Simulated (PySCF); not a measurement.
Magnetisability: `[P@@](=O)(O)(C1CC1)C(F)(F)F`, C$_{4}$H$_{6}$F$_{3}$O$_{2}$P

Molfile (atoms numbered from 1):
```
C4H6F3O2P
     RDKit          3D

 16 16  0  0  0  0  0  0  0  0999 V2000
   -1.5204   -1.9628   -0.1777 O   0  0  0  0  0  0  0  0  0  0  0  0
   -0.8970   -0.6570    0.0085 P   0  0  1  0  0  5  0  0  0  0  0  0
   -1.0804   -0.0662    1.4813 O   0  0  0  0  0  0  0  0  0  0  0  0
    0.8454   -0.4280   -0.4027 C   0  0  0  0  0  0  0  0  0  0  0  0
    1.5727    0.7452    0.1850 C   0  0  0  0  0  0  0  0  0  0  0  0
    1.8526   -0.6257    0.6953 C   0  0  0  0  0  0  0  0  0  0  0  0
   -1.7652    0.6774   -1.0175 C   0  0  0  0  0  0  0  0  0  0  0  0
   -1.5848    0.4762   -2.3257 F   0  0  0  0  0  0  0  0  0  0  0  0
   -1.3424    1.9186   -0.7531 F   0  0  0  0  0  0  0  0  0  0  0  0
   -3.0789    0.6489   -0.7749 F   0  0  0  0  0  0  0  0  0  0  0  0
   -1.6943   -0.6164    1.9763 H   0  0  0  0  0  0  0  0  0  0  0  0
    1.0913   -0.7633   -1.4019 H   0  0  0  0  0  0  0  0  0  0  0  0
    1.0114    1.4176    0.8155 H   0  0  0  0  0  0  0  0  0  0  0  0
    2.3112    1.2333   -0.4322 H   0  0  0  0  0  0  0  0  0  0  0  0
    2.7870   -1.0999    0.4369 H   0  0  0  0  0  0  0  0  0  0  0  0
    1.4844   -0.8890    1.6757 H   0  0  0  0  0  0  0  0  0  0  0  0
  1  2  2  0
  2  3  1  1
  2  4  1  0
  4  5  1  0
  5  6  1  0
  2  7  1  0
  7  8  1  0
  7  9  1  0
  7 10  1  0
  6  4  1  0
  3 11  1  0
  4 12  1  0
  5 13  1  0
  5 14  1  0
  6 15  1  0
  6 16  1  0
M  END
```

The calculation used GIAO B3LYP/pcSseg-1 magnetisability, rotational g tensor and spin-rotation constants, non-relativistic, gas phase in PySCF. Geometry: GFN2-xTB.

(1) What are the magnetisability and the molar susceptibility?

(2) Split it along the inertial axes a, b, c into diamagnetic and paramagnetic parts about the centre of mass, with the quadrupole moment.

(3) And the rotational g tensor?

## Answers

(1) Isotropic -1533 × 10⁻³⁰ J/T², or -92.3 × 10⁻⁶ cm³/mol; principal values -1639, -1504, -1456 × 10⁻³⁰ J/T², anisotropy 165 × 10⁻³⁰ J/T² (root of half the summed squared differences of the principal values). The susceptibility is in cgs units.

(2) 
| axis | χ (10⁻⁶ cm³/mol) | diamagnetic (10⁻⁶ cm³/mol) | paramagnetic (10⁻⁶ cm³/mol) | summed x² of all electrons (Å²) | quadrupole Θ (D Å) |
| --- | --- | --- | --- | --- | --- |
| a | -89.7 | -764.3 | 674.6 | 235.8 | +3.20 |
| b | -91.9 | -1290.2 | 1198.4 | 111.8 | -4.26 |
| c | -95.3 | -1474.7 | 1379.4 | 68.3 | +1.06 |

Anisotropies 2χaa − χbb − χcc = +7.8 and 2χbb − χaa − χcc = +1.3 × 10⁻⁶ cm³/mol. Θ is traceless in Buckingham's convention.

(3) 
```tsv
axis	rotational constant (GHz)	g	nuclear part	electronic part
a	1.7329	-0.0197	0.5295	-0.5492
b	0.9623	-0.0080	0.5338	-0.5418
c	0.8307	-0.0068	0.5315	-0.5383
```
Asymmetric top; isotopes 12C, 19F, 1H, 16O, 31P; no vibrational averaging.
